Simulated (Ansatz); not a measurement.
# Worked example: BH(CH3)Cl + C2H10OSi2 → BH(CH3)(OH) + C2H9ClSi2

Species: BH(CH3)Cl, singlet; C2H10OSi2 `CC[SiH](O)[SiH3]`, singlet; BH(CH3)(OH), singlet; C2H9ClSi2 `CC[SiH]([SiH3])Cl`, singlet. The partners trade Cl for OH: B–Cl and Si–OH bonds give way to B–OH and Si–Cl.

Shapes, held fixed at every level: PBE0-D4/def2-TZVP. Flexible molecules stand in one conformer, not always the lowest. Programs: Ansatz 0.2.0. Electronic energies: no zero-point or thermal term.

At CCSD(T)/CBS estimate; 1 Eh = 2625.50 kJ/mol:

| species | energy (Eh) |
| --- | --- |
| BH(CH3)Cl | -525.071104 |
| C2H10OSi2 | -735.503899 |
| BH(CH3)(OH) | -141.084889 |
| C2H9ClSi2 | -1119.513361 |

Question: Work out ΔE of the reaction at this level.

Answer: 
1. Products less reactants: (-141.084889) + (-1119.513361) − [(-525.071104) + (-735.503899)] = -0.023247 Eh = -61.0 kJ/mol.

Other levels give -64.5 (PBE-D4/def2-TZVPP) to -58.1 kJ/mol (HF/def2-TZVPP). No measured value is set beside it here. The CBS estimate extrapolates MP2 from def2-TZVPP and def2-QZVPP and adds CCSD(T) − MP2 in the triple-zeta set, cores frozen.
